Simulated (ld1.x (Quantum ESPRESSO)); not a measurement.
**promethium: one change to a TM potential, before and after**

ld1.x (Quantum ESPRESSO) 7.5 input, shortened:

```
&input
   title='Pm', zed=61., rel=1, dft='PZ', iswitch=3,
   config='[Xe] 4f5 5d0 6s2 6p0'
 /
 &inputp
   pseudotype=2, tm=.true., lloc=2,
   nlcc=.true., rcore=1.65
 /
4
6S  1  0   2.00   0.00  3.55  3.55  0.0
5P  2  1   6.00   0.00  2.00  2.00  0.0
4F  4  3   5.00   0.00  1.70  1.70  0.0
5D  3  2   0.00   0.00  2.40  2.40  0.0
 &test
   configts(1)='4f5 5p6 5d0 6s2 6p0'
 /
```

Change: wave 5d (bound): rc 2.40 bohr becomes 5d (bound): rc 2.92 bohr.

Cutoffs: the cutoffs (Ry, on a coarse ladder) from which the occupation-weighted sum of valence levels, in a spherical-Bessel basis at the reference potential, stays within 10 and 1 mRy of its value at 400 Ry; they do not see the model core or the augmentation charge, which bear on the density cutoff. Errors are all-electron minus pseudo energies relative to the spin-unpolarised reference configuration.

Task: How do hardness, ghosts and transferability respond?

Result: The potential gets neither clearly harder nor softer (140 Ry and 200 Ry → 140 Ry and 200 Ry); both files keep a bound ghost (s); the number of tests that count goes from 8 to 7; of the 7 tests that both files solve, the error grows in 0 and shrinks in 1 by more than 15 % and 0.3 meV (median size 61.2 → 50.2 meV).

| quantity | base | changed |
| --- | --- | --- |
| cutoff, loose | 140 Ry | 140 Ry |
| cutoff, tight | 200 Ry | 200 Ry |
| bound ghosts | s | s |
| tests counted (converged, no solver errors) | 8 of 9 | 7 of 9 |
| error for 4f5 5p6 5d0 6s1 6p0, meV [ΔE 6.07 eV] | -3.1 | -3.1 |
| error for 4f5 5p6 5d0 6s0 6p0, meV [ΔE 17.22 eV] | -18 | -18 |
| error for 4f4 5p6 5d0 6s0 6p0, meV [ΔE 40.73 eV] | +350 | +338 |
| error for 4f4 5p6 5d1 6s2 6p0, meV [ΔE 2.49 eV] | +61 | +50 |
| error for 4f5 5p6 5d0 6s0 6p2, meV [ΔE 5.13 eV] | +186 | +161 |
| error for 4f5 5p6 5d1 6s1 6p0, meV [ΔE 1.86 eV] | -9.0 | -8.9 |
| error for 4f5 5p6 5d0 6s1 6p0 (spin-polarised), meV [ΔE 2.01 eV] | +5709 | +5700 |
| s: phases at 3.84 bohr within 0.05 rad from the reference energy up to (Ry; the scan ends near 5) | n/a | n/a |
| p: phases at 3.84 bohr within 0.05 rad from the reference energy up to (Ry; the scan ends near 5) | -0.1 | -0.1 |
| d: phases at 3.84 bohr within 0.05 rad from the reference energy up to (Ry; the scan ends near 5) | 4.6 | 4.6 |
| f: phases at 3.84 bohr within 0.05 rad from the reference energy up to (Ry; the scan ends near 5) | 0.7 | 0.7 |

Base: Tests not counted: 4f5 5p5 5d0 6s2 6p0 (solver errors, printed error -1075 eV). Changed file: Tests not counted: 4f5 5p5 5d0 6s2 6p0 (solver errors, printed error -997 eV); 4f5 5p6 5d0 6s2 6p0 (spin-polarised) (solver errors, printed error -1270 eV). A true bound ghost makes a file unfit for plane-wave use even where its test errors are small: the radial tests pick states by their node count and pass the ghost by. Where a test does run into it, the solver fails or the error is huge.
